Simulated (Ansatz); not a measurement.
Start from `COC#C[SiH3]` and change one atom or group to get `O[SiH2]C#C[SiH3]`.

Ansatz, PBE0-D4/def2-TZVP geometries, multiplicity 1. Each molecule was computed in one conformer, which needn't be the lowest.

```tsv
property	`COC#C[SiH3]`
HOMO energy (PBE/def2-TZVPP) / eV	-5.89
HOMO–LUMO gap (ωB97M-V/def2-TZVPP) / eV	11.56
HOMO energy (ωB97M-V/def2-TZVPP) / eV	-9.32
HOMO energy (B3LYP/def2-TZVPP) / eV	-6.88
size of the dipole moment (PBE/def2-TZVPP) / D	2.80
size of the dipole moment (B3LYP/def2-TZVPP) / D	2.76
```

Task: Give the same properties after the change, and the shifts. (Best estimate.)

Result: Computed: 
```json
{"property": "HOMO energy (PBE/def2-TZVPP) / eV", "`O[SiH2]C#C[SiH3]`": "-6.99", "shift": "-1.10"}
{"property": "HOMO–LUMO gap (ωB97M-V/def2-TZVPP) / eV", "`O[SiH2]C#C[SiH3]`": "11.29", "shift": "-0.27"}
{"property": "HOMO energy (ωB97M-V/def2-TZVPP) / eV", "`O[SiH2]C#C[SiH3]`": "-10.39", "shift": "-1.07"}
{"property": "HOMO energy (B3LYP/def2-TZVPP) / eV", "`O[SiH2]C#C[SiH3]`": "-7.96", "shift": "-1.08"}
{"property": "size of the dipole moment (PBE/def2-TZVPP) / D", "`O[SiH2]C#C[SiH3]`": "1.32", "shift": "-1.48"}
{"property": "size of the dipole moment (B3LYP/def2-TZVPP) / D", "`O[SiH2]C#C[SiH3]`": "1.36", "shift": "-1.40"}
```

With PBE0 the HOMO falls by 1.08 eV and the LUMO falls by 1.37 eV, so the gap narrows by about 0.29 eV. PBE moves the HOMO by -1.10 eV and ωB97M-V by -1.07 eV. Dipoles are sizes alone; their direction can turn.

B3LYP here is the variant with VWN-RPA as its local correlation; programs differ in this.
